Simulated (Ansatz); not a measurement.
Mg₄H₈, relaxed as a singlet with RKS r2SCAN-D4/def2-SVP in Ansatz, starting from the GFN2-xTB geometry. Force threshold 0.02 eV/Å.

The structure comes from a short search, and lower isomers may exist.

Start:

```csv
atom,x (Å),y (Å),z (Å)
Mg1,0.470,1.184,1.850
Mg2,-0.128,-1.418,0.707
Mg3,-1.128,1.004,-0.560
Mg4,0.625,-1.115,-1.876
H5,-1.160,1.796,1.253
H6,0.669,-0.573,-3.367
H7,-1.743,-0.890,-0.195
H8,1.174,0.450,-0.257
H9,1.756,1.590,2.702
H10,0.789,-2.498,-0.646
H11,-1.372,1.769,-1.930
H12,0.049,-1.297,2.319
```

| step | energy (eV) | largest force component (eV/Å) | SCF passes |
| --- | --- | --- | --- |
| 1 | -21895.0341 | 1.172 | 15 |
| 2 | -21895.8593 | 0.696 | 16 |
| 3 | -21896.2965 | 0.420 | 16 |
| 4 | -21896.5282 | 0.296 | 16 |
| 5 | -21896.5807 | 0.151 | 16 |
| 6 | -21896.6249 | 0.117 | 16 |
| 7 | -21896.6610 | 0.106 | 16 |
| 8 | -21896.6862 | 0.130 | 16 |
| 9 | -21896.6999 | 0.141 | 16 |
| 10 | -21896.7070 | 0.190 | 16 |
| 11 (rejected) | -21896.7061 | 0.188 | 16 |
| 12 | -21896.7188 | 0.019 | 17 |
| 13 | -21896.7221 | 0.041 | 17 |
| 14 | -21896.7236 | 0.084 | 17 |
| 15 | -21896.7274 | 0.055 | 17 |
| 16 | -21896.7410 | 0.104 | 16 |
| 17 | -21896.7782 | 0.161 | 16 |
| 18 | -21896.8688 | 0.286 | 16 |
| 19 | -21896.9882 | 0.273 | 16 |
| 20 | -21897.0543 | 0.129 | 16 |
| 21 | -21897.0846 | 0.042 | 17 |
| 22 | -21897.0879 | 0.006 | 17 |
| 23 | -21897.0881 | 0.013 | 18 |

Force components are those of the run's own axes.

End:

```xyz
12

Mg    0.710    0.905    1.860
Mg   -0.385   -1.553    0.576
Mg   -1.379    0.963   -0.270
Mg    0.495   -0.503   -2.070
H    -0.887    1.858    1.216
H     1.710   -0.427   -3.268
H    -1.988   -0.666    0.346
H     0.487    0.167   -0.087
H     2.027    1.680    2.623
H     0.050   -2.140   -1.074
H    -1.069    0.695   -2.027
H     0.230   -0.978    2.172
```

Bonds formed: Mg1–H12, Mg2–H8, Mg3–H8, Mg4–H11 (atoms count from 1). The end is the same structure that another start reached, the lowest one found.

The force fell under the threshold at step 12, but the optimiser went on and released 0.369 eV more. No frequencies were taken in this run, so the end may be a saddle point.

Hardware: 4 threads of AMD EPYC 7B13 on a shared host. Wall time 32 s.
